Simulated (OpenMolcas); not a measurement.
**Ag5+ in a point-charge field**

Ag5+ among 6 point charges of -1.7 e arranged as an octahedron (Oh), 2.09 Å from the ion.
```
   2.0900    0.0000    0.0000  -1.70
   0.0000    2.0900    0.0000  -1.70
  -2.0900    0.0000    0.0000  -1.70
   0.0000   -2.0900    0.0000  -1.70
   0.0000    0.0000    2.0900  -1.70
   0.0000    0.0000   -2.0900  -1.70
```

| Property | Result |
| --- | --- |
| Program | OpenMolcas 26.06 |
| Method | CASSCF |
| Basis | ANO-RCC-VTZP [7s6p4d2f1g] |
| Scalar Hamiltonian | DKH2, point nucleus |
| Active space | 6 electrons in 5 orbitals (4d) |
| State averaging | 2S+1 = 5 even, 5 roots; 2S+1 = 3 even, 45 roots; 2S+1 = 1 even, 50 roots |
| Spin-orbit coupling | RASSI with atomic mean-field integrals over the reference wave functions |

The lowest spin-free states (labels of O, the rotations of Oh), above the lowest:

```tsv
State	Degeneracy	E (cm-1)	Free-ion L (%)
5T2	3	0.0	D (100)
5E	2	2787	D (100)
3T1	3	22037	H (82)
3T2	3	23069	H (92)
3T1	3	24265	H (73)
3E	2	25089	H (96)
3T1	3	26788	P (68)
3T2	3	27323	F (47)
3T1	3	28455	F (52)
3A2	1	28737	F (100)
3T2	3	29134	G (52)
3E	2	30192	G (95)
1A1	1	31411	I (61)
3A1	1	31523	G (100)
3T1	3	31795	G (70)
1T1	3	33048	I (77)
1T2	3	34582	I (98)
1E	2	36269	I (52)
1A2	1	36754	I (99)
1A1	1	36968	G (54)
```

The lowest levels with spin-orbit coupling:

```json
{"E (cm-1)": "0.0", "Degeneracy": "3", "Label": "T2", "2S+1": "5"}
{"E (cm-1)": "428.7", "Degeneracy": "2", "Label": "E", "2S+1": "5"}
{"E (cm-1)": "581.8", "Degeneracy": "3", "Label": "T1", "2S+1": "5"}
{"E (cm-1)": "903.1", "Degeneracy": "1", "Label": "A1", "2S+1": "5"}
{"E (cm-1)": "2434", "Degeneracy": "3", "Label": "T1", "2S+1": "5"}
{"E (cm-1)": "2855", "Degeneracy": "3", "Label": "T2", "2S+1": "5"}
{"E (cm-1)": "4937", "Degeneracy": "1", "Label": "A2", "2S+1": "5"}
{"E (cm-1)": "5287", "Degeneracy": "3", "Label": "T2", "2S+1": "5"}
{"E (cm-1)": "5517", "Degeneracy": "2", "Label": "E", "2S+1": "5"}
{"E (cm-1)": "6032", "Degeneracy": "3", "Label": "T1", "2S+1": "5"}
{"E (cm-1)": "6385", "Degeneracy": "1", "Label": "A1", "2S+1": "5"}
{"E (cm-1)": "22338", "Degeneracy": "1", "Label": "A1", "2S+1": "3 (86 %)"}
{"E (cm-1)": "22579", "Degeneracy": "2", "Label": "E", "2S+1": "3"}
{"E (cm-1)": "22978", "Degeneracy": "3", "Label": "T2", "2S+1": "3"}
{"E (cm-1)": "23310", "Degeneracy": "3", "Label": "T1", "2S+1": "3 (90 %)"}
{"E (cm-1)": "24139", "Degeneracy": "1", "Label": "A2", "2S+1": "3"}
{"E (cm-1)": "24387", "Degeneracy": "3", "Label": "T1", "2S+1": "3"}
{"E (cm-1)": "24425", "Degeneracy": "3", "Label": "T2", "2S+1": "3"}
{"E (cm-1)": "24562", "Degeneracy": "2", "Label": "E", "2S+1": "3"}
{"E (cm-1)": "25107", "Degeneracy": "2", "Label": "E", "2S+1": "3"}
```

Powder χT (cm3 K/mol): 3.59 at 2 K, 3.64 at 10 K, 3.85 at 50 K, 4.12 at 100 K, 4.58 at 200 K, 4.86 at 300 K. The effective moment at 300 K is 2.828 √(χT) = 6.24 μB.

The lowest level has 2S+1 = 5, for which the spin-only value is χT = S(S+1) / 2 = 3.000 cm3 K/mol (g = 2). The computed 4.862 at 300 K differs by +1.862, through orbital momentum, spin-orbit coupling and any other state in reach. With a threefold ground state the orbital momentum is unquenched, so the spin-only value is not expected to hold.

A least-squares ligand-field fit to the states below 45000 cm-1, each weighted by its degeneracy and with a free common offset, gives 10Dq = 2703 cm-1, B = 1133 cm-1 and C = 4641 cm-1 (C/B = 4.10), with an rms deviation of 20 cm-1.

An orbital triplet at a regular site is open to Jahn-Teller coupling, which can distort the site and quench the lowest spin-orbit gaps and is left out. Without dynamic correlation the repulsion within the d shell is too large (B by tens of per cent), so at a given field states of lower spin stand too high. Point charges give a weaker field than real ligands, and real ions of this kind are as a rule low spin; the high spin found here belongs to the model. This field is weak: 10Dq is about 2703 cm-1, while octahedral complexes of 4d ions of charge 3 and more, computed by the same method with explicit ligands, had a median near 25000 cm-1. Ground spin and moment need not be those of a real site. The ground term spreads over less than 5000 cm-1, several times less than with real ligands, so orbital moments are less quenched and χT lies further from the spin-only value than at real sites. Point charges carry no covalency, so the field is a model and not that of real ligands. No measured value stands beside these numbers.
